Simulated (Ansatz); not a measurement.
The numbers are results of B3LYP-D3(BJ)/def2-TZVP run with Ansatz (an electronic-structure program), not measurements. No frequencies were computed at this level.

Ansatz 0.2 input:
```yaml
crystal:
  periodic: [false, false, false]
  atoms:
    - { symbol: C, position_ang: [-1.48012, -0.077409, -0.052757] }
    - { symbol: C, position_ang: [-0.118404, 0.475876, 0.20078] }
    - { symbol: C, position_ang: [1.00305, -0.176032, -0.06142] }
    - { symbol: O, position_ang: [2.235232, 0.368534, 0.186683] }
    - { symbol: H, position_ang: [-2.027332, 0.564446, -0.74281] }
    - { symbol: H, position_ang: [-1.421267, -1.076877, -0.477001] }
    - { symbol: H, position_ang: [-2.049021, -0.123785, 0.875571] }
    - { symbol: H, position_ang: [-0.06123, 1.467758, 0.623358] }
    - { symbol: H, position_ang: [0.992042, -1.173787, -0.485865] }
    - { symbol: H, position_ang: [2.927051, -0.248723, -0.066537] }
basis:
  gaussian: { orbitals: def2-tzvp }
hamiltonian:
  xc: b3lyp
  dispersion: d3bj
relax:
  max_steps: 150
```

Output:

```
Functional definition: B3LYP
955 factors; their error is unknown
mean field evaluation 1: about -5247.5560 eV, gradient 6.8e1 eV
mean field evaluation 2: about -5240.7972 eV, gradient 8.6e1 eV
mean field evaluation 4: about -5257.4553 eV, gradient 5.9e0 eV
mean field evaluation 8: about -5257.5180 eV, gradient 5.2e-1 eV
mean field evaluation 16: about -5257.5184 eV, gradient 6.8e-6 eV
mean field -5257.51837155 eV, -193.2102364805 hartree, gradient 7.2e-6 eV, S^2 0.000000; 0 other end points of the search recorded, 0 dependent functions left out
reference -5257.51862971 eV, -193.2102459677 hartree; 16, 16 occupied and 144, 144 virtual orbitals, 955 factors
relax step   1: F+E_penalty+E_count = -5257.77831790 eV  Δ(F+E_penalty+E_count) = +0.000e0 eV  max|allowed force component| = 1.810e-1 eV/Å  Δτ_max = 0.0000 Å  (29 SCF iters, accepted)
these checks for a lower state are left out or cut short: starts, cluster_reference, orbital_swaps, neighbouring_geometries, increment
955 factors; their error is unknown
mean field -5257.52505351 eV, -193.2104820380 hartree, gradient 1.4e-5 eV, S^2 0.000000; 0 other end points of the search recorded, 0 dependent functions left out
reference -5257.52531221 eV, -193.2104915449 hartree; 16, 16 occupied and 144, 144 virtual orbitals, 955 factors
relax step   2: F+E_penalty+E_count = -5257.78438583 eV  Δ(F+E_penalty+E_count) = -6.068e-3 eV  max|allowed force component| = 8.564e-2 eV/Å  Δτ_max = 0.0157 Å  (31 SCF iters, accepted)
these checks for a lower state are left out or cut short: starts, cluster_reference, orbital_swaps, neighbouring_geometries, increment
955 factors; their error is unknown
mean field -5257.52587735 eV, -193.2105123134 hartree, gradient 1.4e-5 eV, S^2 0.000000; 0 other end points of the search recorded, 0 dependent functions left out
reference -5257.52613624 eV, -193.2105218276 hartree; 16, 16 occupied and 144, 144 virtual orbitals, 955 factors
relax step   3: F+E_penalty+E_count = -5257.78508553 eV  Δ(F+E_penalty+E_count) = -6.997e-4 eV  max|allowed force component| = 2.942e-2 eV/Å  Δτ_max = 0.0080 Å  (33 SCF iters, accepted)
these checks for a lower state are left out or cut short: starts, cluster_reference, orbital_swaps, neighbouring_geometries, increment
955 factors; their error is unknown
mean field evaluation 32: about -5257.5381 eV, gradient 5.2e-1 eV
mean field -5257.52589607 eV, -193.2105130017 hartree, gradient 1.4e-5 eV, S^2 0.000000; 0 other end points of the search recorded, 0 dependent functions left out
reference -5257.52615495 eV, -193.2105225153 hartree; 16, 16 occupied and 144, 144 virtual orbitals, 955 factors
relax step   4: F+E_penalty+E_count = -5257.78512356 eV  Δ(F+E_penalty+E_count) = -3.802e-5 eV  max|allowed force component| = 8.765e-3 eV/Å  Δτ_max = 0.0016 Å  (34 SCF iters, accepted)
955 factors; their error is unknown
mean field -5257.52589607 eV, -193.2105130017 hartree, gradient 1.4e-5 eV, S^2 0.000000; 1 other end points of the search recorded, 0 dependent functions left out
reference -5257.52615495 eV, -193.2105225153 hartree; 16, 16 occupied and 144, 144 virtual orbitals, 955 factors
Total energy: -5257.78538243 eV, -193.2200489496 hartree
Atom 0 at    -1.480080    -0.074326    -0.051445 Å, force     0.002599     0.000350     0.000206 eV/Å
Atom 1 at    -0.115581     0.484262     0.204396 Å, force    -0.008560    -0.001963    -0.000933 eV/Å
Atom 2 at     1.006783    -0.170558    -0.059018 Å, force    -0.008765    -0.004212    -0.002152 eV/Å
Atom 3 at     2.243916     0.368119     0.186623 Å, force     0.007027     0.007051     0.003147 eV/Å
Atom 4 at    -2.045807     0.553032    -0.746654 Å, force     0.001988     0.000175     0.001040 eV/Å
Atom 5 at    -1.426621    -1.078126    -0.477597 Å, force     0.001223     0.001503     0.000658 eV/Å
Atom 6 at    -2.067479    -0.134281     0.869592 Å, force     0.001993     0.000841    -0.000558 eV/Å
Atom 7 at    -0.041667     1.480395     0.628989 Å, force     0.002415    -0.002195    -0.000867 eV/Å
Atom 8 at     1.000772    -1.170305    -0.484285 Å, force     0.002046     0.000863     0.000500 eV/Å
Atom 9 at     2.925764    -0.258210    -0.070599 Å, force    -0.001967    -0.002413    -0.001041 eV/Å
Dipole moment:     0.086076    -0.313626    -0.132230 e Å
```

Cost: roughly 13 core-seconds.
